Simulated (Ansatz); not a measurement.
RuH, multiplicity 4 (lowest of 2S+1 = 2, 4, 6 at CCSD(T)/def2-TZVPP on PBE0 minima; our sources give no spin for the ground state, which may be another), most abundant isotopes (101.9043 and 1.0078 u). Constants from fifth-degree fits in 1/R to seven points on the lowest solution found; no spin–orbit coupling, no relativity up to Kr; ω_e x_e and α_e move by some per cent with the fit.

Correlated levels freeze the inner cores; with def2 sets outer-core shells near the valence are correlated too.

Run with Ansatz (Gaussian orbitals).  In def2 rows elements past Kr take small-core potentials, without spin–orbit coupling.

```
level               r_e (Å)  ω_e (cm⁻¹)  ω_e x_e (cm⁻¹)  α_e (cm⁻¹)
------------------  -------  ----------  --------------  ----------
PBE/def2-TZVPP       1.5838      1974.9            35.9       0.197
CCSD(T)/def2-TZVPP   1.5848      1954.8            35.7       0.197
```

### Question
Derive the rotational constants, the centrifugal constant, the fundamental, the zero-point energy and the force constant.

### Answer

μ = 0.99796 u.
- PBE/def2-TZVPP: B_e = 16.8576/(μ r_e²) = 6.7344 cm⁻¹; B₀ = B_e − α_e/2 = 6.6360 cm⁻¹; D = 4B_e³/ω_e² = 3.13e-04 cm⁻¹; fundamental ω_e − 2ω_e x_e = 1903 cm⁻¹; zero-point energy ω_e/2 − ω_e x_e/4 = 978 cm⁻¹; k = μ(2πcω_e)² = 229 N/m
- CCSD(T)/def2-TZVPP: B_e = 16.8576/(μ r_e²) = 6.7255 cm⁻¹; B₀ = B_e − α_e/2 = 6.6272 cm⁻¹; D = 4B_e³/ω_e² = 3.18e-04 cm⁻¹; fundamental ω_e − 2ω_e x_e = 1883 cm⁻¹; zero-point energy ω_e/2 − ω_e x_e/4 = 968 cm⁻¹; k = μ(2πcω_e)² = 225 N/m

Ansatz is a first-principles code.
